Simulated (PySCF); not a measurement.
## Electron correlation in Al⁺ (aluminium, charge +1)

[Ne] 3s2, closed-shell 1S. Calculation: PySCF 2.14, in def2-SVP; the non-relativistic Hamiltonian (point nucleus). Frozen: [Ne]; 2 electrons correlated.

Total MP2 correlation energy: -25.45 mhartree.

Same-spin part 0.00 and opposite-spin part -25.45 mhartree; SCS-MP2 scales them by 1/3 and 6/5 to -30.54 mhartree.

With two correlated electrons CCSD is exact within the correlated space (frozen core and kept virtual orbitals).

| level | correlation energy (mhartree) |
| --- | --- |
| CCSD | -38.17 |

Diagnostics: T1 = 0.0091, D1 = 0.0129, largest double amplitude 0.118.

Cost of the coupled-cluster step: 0.08 s of wall time on 1 thread of Intel(R) Xeon(R) Platinum 8259CL CPU @ 2.50GHz (shared host), for 2 correlated electrons.

Iterations:

```
CC2 = 0
CCSD nocc = 1, nmo = 13
frozen orbitals [0, 1, 2, 3, 4]
max_cycle = 100
direct = 0
conv_tol = 1e-08
conv_tol_normt = 1e-06
diis_space = 8
diis_start_cycle = 0
Init t2, MP2 energy = -241.610537152032  E_corr(MP2) -0.0254496615889094
Init E_corr(CCSD) = -0.0254496615889094
cycle = 1  E_corr(CCSD) = -0.0329762274038927  dE = -0.00752656581  norm(t1,t2) = 0.0510937
cycle = 2  E_corr(CCSD) = -0.0357737083486933  dE = -0.00279748094  norm(t1,t2) = 0.0233763
cycle = 3  E_corr(CCSD) = -0.0381670836198828  dE = -0.00239337527  norm(t1,t2) = 0.0114181
cycle = 4  E_corr(CCSD) = -0.0381664071238638  dE = 6.76496019e-07  norm(t1,t2) = 0.00050461
cycle = 5  E_corr(CCSD) = -0.0381745519750186  dE = -8.14485115e-06  norm(t1,t2) = 5.2864e-05
cycle = 6  E_corr(CCSD) = -0.038171923490847  dE = 2.62848417e-06  norm(t1,t2) = 9.46711e-06
cycle = 7  E_corr(CCSD) = -0.0381724361235069  dE = -5.1263266e-07  norm(t1,t2) = 2.48065e-06
cycle = 8  E_corr(CCSD) = -0.0381724136001766  dE = 2.25233303e-08  norm(t1,t2) = 8.71069e-08
cycle = 9  E_corr(CCSD) = -0.0381724162740451  dE = -2.67386849e-09  norm(t1,t2) = 2.11654e-08
CCSD converged
E(CCSD) = -241.6232599067174  E_corr = -0.03817241627404513
```
